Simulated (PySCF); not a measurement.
Atomic charges by several schemes

Compound: C₅H₁₂O₃Si.
SMILES with atom numbers: `[CH3:1][CH2:2][O:3][SiH:4]1[O:5][CH2:6][CH2:7][CH2:8][O:9]1` (hydrogens: H10, H11, H12 on C1; H13, H14 on C2; H15 on Si4; H16, H17 on C6; H18, H19 on C7; H20, H21 on C8)

Structure used (GFN2-xTB), in Å, numbered top down from 1:
```xyz
21
C5H12O3Si angstrom
C      3.675   -0.349   -0.520
C      2.601   -0.079    0.522
O      1.405    0.264   -0.117
Si    -0.004    0.548    0.586
O     -0.761   -0.835    1.016
C     -2.155   -0.921    0.891
C     -2.637   -0.368   -0.445
C     -2.254    1.101   -0.590
O     -0.868    1.289   -0.570
H      3.825    0.535   -1.134
H      4.610   -0.609   -0.032
H      3.366   -1.168   -1.162
H      2.442   -0.965    1.146
H      2.901    0.746    1.179
H      0.091    1.402    1.773
H     -2.419   -1.979    0.988
H     -2.627   -0.365    1.711
H     -2.156   -0.929   -1.248
H     -3.718   -0.478   -0.522
H     -2.708    1.680    0.226
H     -2.617    1.499   -1.543
```

Density: PBE0/pcSseg-1 (PySCF); schemes: Mulliken, IAO, Hirshfeld and ESP-fitted. One conformer (not necessarily the lowest) at the GFN2-xTB geometry, without solvent, vibrations or thermal averaging.

Give the atomic charges in each scheme.

In e:

```
atom                 environment  Mulliken     IAO  Hirshfeld  ESP-fitted
  C1               methyl carbon    -0.276  -0.424     -0.120      -0.406
  C2  sp3 carbon bound to oxygen    +0.024  -0.036     +0.017      +0.394
  O3          silyl ether oxygen    -0.604  -0.638     -0.216      -0.462
 Si4        oxygen-bound silicon    +1.163  +1.492     +0.485      +0.900
  O5          silyl ether oxygen    -0.633  -0.662     -0.241      -0.507
  C6  sp3 carbon bound to oxygen    +0.081  -0.046     +0.008      +0.179
  C7             ring CH2 carbon    -0.305  -0.298     -0.081      -0.137
  C8  sp3 carbon bound to oxygen    +0.073  -0.048     +0.008      +0.189
  O9          silyl ether oxygen    -0.605  -0.649     -0.233      -0.512
 H10             methyl hydrogen    +0.120  +0.149     +0.044      +0.112
 H11             methyl hydrogen    +0.106  +0.143     +0.046      +0.094
 H12             methyl hydrogen    +0.120  +0.149     +0.044      +0.116
 H13          methylene hydrogen    +0.111  +0.126     +0.040      -0.017
 H14          methylene hydrogen    +0.106  +0.123     +0.037      -0.026
 H15               Si–H hydrogen    -0.185  -0.206     -0.092      -0.164
 H16          methylene hydrogen    +0.123  +0.148     +0.046      +0.045
 H17          methylene hydrogen    +0.099  +0.118     +0.035      +0.020
 H18          methylene hydrogen    +0.136  +0.146     +0.044      +0.092
 H19          methylene hydrogen    +0.124  +0.146     +0.051      +0.023
 H20          methylene hydrogen    +0.097  +0.116     +0.034      +0.024
 H21          methylene hydrogen    +0.124  +0.149     +0.047      +0.043
```

Mean size of the charges over all atoms: IAO 0.286 e, Mulliken 0.248 e, ESP-fitted 0.212 e, Hirshfeld 0.094 e. Each set sums to the total charge, 0, to within 0.001 e. The IAO scheme projects the occupied orbitals on a minimal set of polarised atomic orbitals and counts the electrons in each atom's part of it. The Hirshfeld scheme divides the density at each point in proportion to the densities of the neutral, spherically averaged free atoms.

Lowest charge. All schemes pick atoms of one kind: Mulliken O5 (-0.633); IAO O5 (-0.662); Hirshfeld O5 (-0.241); ESP-fitted O9 (-0.512).

Highest charge. All schemes agree: Mulliken Si4 (+1.163); IAO Si4 (+1.492); Hirshfeld Si4 (+0.485); ESP-fitted Si4 (+0.900).

How closely do the schemes follow one another over all atoms?

Correlation coefficient and root-mean-square difference: IAO with Hirshfeld 1.00, 0.293 e; Mulliken with Hirshfeld 0.99, 0.224 e; Mulliken with IAO 0.99, 0.091 e; Hirshfeld with ESP-fitted 0.93, 0.182 e; Mulliken with ESP-fitted 0.93, 0.136 e; IAO with ESP-fitted 0.91, 0.201 e.

How many electrons does the Hirshfeld scheme count on C7?

Z − q = 6 − (-0.081) = 6.081.

These values come from a run that also computed NMR shieldings. Hardware: one thread of an Intel Xeon 6975P-C, no GPU (shared host). Cost: 45 s of wall time (grids of density and orbitals included), 0.98 GiB resident at most.
